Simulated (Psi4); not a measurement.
Psi4 input (wB97X-D/6-311+G**):

```
memory 1500 MB

molecule {
0 2
O    -1.21346200   -0.49365400    0.06991400
S    -0.11286200    0.45810300   -0.01665200
F     1.27927600   -0.37560200   -0.03254200
symmetry c1
no_reorient
no_com
}

set {
  basis 6-311+G**
  reference uks
  scf_type pk
  dft_radial_points 99
  dft_spherical_points 590
  e_convergence 1e-8
  d_convergence 1e-7
  maxiter 150
}

e = energy('wb97x-d')
print_out(f'\nFINAL {e:.10f} DIPOLE {variable("CURRENT DIPOLE")[0]:.6f} {variable("CURRENT DIPOLE")[1]:.6f} {variable("CURRENT DIPOLE")[2]:.6f}\n')
```

From the output:

```
      23A      0.155277    24A      0.255204    25A      0.272944
      26A      0.274142    27A      0.297192    28A      0.306837
      29A      0.308290    30A      0.362053    31A      0.366962
      32A      0.377520    33A      0.413073    34A      0.473872
      35A      0.711244    36A      0.771354    37A      0.774087
      38A      0.793716    39A      0.979886    40A      1.042353
      41A      1.143617    42A      1.147629    43A      1.191720
      44A      1.376808    45A      1.395798    46A      1.434842
      47A      1.534681    48A      1.670134    49A      1.730734
      50A      1.792437    51A      1.975286    52A      2.863730
      53A      2.873974    54A      2.997114    55A      3.003696
      56A      3.502073    57A      3.831436    58A      3.833368
      59A      3.848095    60A      3.867017    61A      4.147211
      62A      5.027995    63A      5.035569    64A      5.162517
      65A      6.353525    66A      6.368076    67A      6.401224
      68A      7.992250    69A     17.283492    70A     17.335930
      71A     17.450660    72A     49.894087    73A     66.863861
      74A    189.192013

    Final Occupation by Irrep:
              A
    DOCC [    16 ]
    SOCC [     1 ]
    NA   [    17 ]
    NB   [    16 ]

  @UKS Final Energy:  -573.20336485245161

   => Energetics <=

    Nuclear Repulsion Energy =            108.6819575610844026
    One-Electron Energy =               -1007.7919645762922300
    Two-Electron Energy =                 358.1667516882103541
    DFT Exchange-Correlation Energy =     -32.2600084898352932
    Empirical Dispersion Energy =          -0.0001010356186949
    VV10 Nonlocal Energy =                  0.0000000000000000
    Total Energy =                       -573.2033648524516138

  UHF NO Occupations:
  HONO-2 :   15  A 1.9993785
  HONO-1 :   16  A 1.9989316
  HONO-0 :   17  A 1.0000000
  LUNO+0 :   18  A 0.0010684
  LUNO+1 :   19  A 0.0006215
  LUNO+2 :   20  A 0.0001112
  LUNO+3 :   21  A 0.0000984

Computation Completed

Properties will be evaluated at   0.000000,   0.000000,   0.000000 [a0]

Properties computed using the SCF density matrix

 Multipole Moments:

 ------------------------------------------------------------------------------------
     Multipole            Electronic (a.u.)      Nuclear  (a.u.)        Total (a.u.)
 ------------------------------------------------------------------------------------

 L = 1.  Multiply by 2.5417464519 to convert [e a0] to [Debye]
 Dipole X            :          0.0991278           -0.0000076            0.0991203
 Dipole Y            :          0.8042553           -0.0000038            0.8042515
 Dipole Z            :         -0.0408096            0.0000038           -0.0408058
 Magnitude           :                                                    0.8113633

 ------------------------------------------------------------------------------------

FINAL -573.2033648525 DIPOLE 0.099120 0.804252 -0.040806

*** Psi4 exiting successfully. Buy a developer a beer!
```

The geometry given is a B3LYP-D3(BJ)/def2-TZVP minimum.
